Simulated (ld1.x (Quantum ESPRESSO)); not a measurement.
**iridium: excitation energies, all-electron against ultrasoft**

```
Element                 : Ir
Generator               : ld1.x (Quantum ESPRESSO) 7.5
Type                    : ultrasoft
Functional              : LDA (PZ)
Relativity              : scalar-relativistic
Frozen core             : [Xe] 4f14
Valence charge          : 9
Reference configuration : 5d7 6s2 6p0
Partial waves           : 6s (bound): rcut 1.75, rcutus 2.30 bohr; 6s channel at 1.7 Ry: rcut 1.75, rcutus 2.30 bohr; 6p (bound, empty): rcut 2.40, rcutus 3.15 bohr; 6p channel at 2.9 Ry: rcut 2.40, rcutus 3.15 bohr; 5d (bound): rcut 1.50, rcutus 1.80 bohr; 5d channel at 0.15 Ry: rcut 1.50, rcutus 1.80 bohr
Local potential         : all-electron potential smoothed inside 2.85 bohr (lloc = -2)
Core correction         : Bessel-smoothed model core inside 1.55 bohr
Augmentation charge     : PSQ, radius 1.60 bohr
```

Energies are relative to the spin-unpolarised reference configuration 5d7 6s2 6p0; without spin polarisation the order of configurations can differ from experiment. Spin-polarised rows fill each open shell by Hund’s rule, majority spin first.

```tsv
valence configuration	charge	ΔE all-electron (eV)	error AE − PS (meV)
5d7 6s1 6p0	+1	10.185	-10
5d7 6s0 6p0	+2	28.035	-54
5d6 6s0 6p0	+3	58.877	-201
5d6 6s2 6p0	+1	12.414	-40
5d8 6s0 6p0	+1	9.025	-57
5d7 6s2 6p0 (spin-polarised)	0	-1.152	-6.0
5d7 6s1 6p0 (spin-polarised)	+1	8.356	-17
```

What are ΔE and the potential's error for 5d7 6s0 6p1?

ΔE = 16.762 eV all-electron; the error (AE − PS) is -28 meV.

What are ΔE and the potential's error for 5d5 6s0 6p0?

ΔE = 102.758 eV all-electron; the error (AE − PS) is -661 meV.

Note: ghost state, extra bound levels that the all-electron valence spectrum of the same l lacks: s at -65.5 eV. A true bound ghost makes a file unfit for plane-wave use.
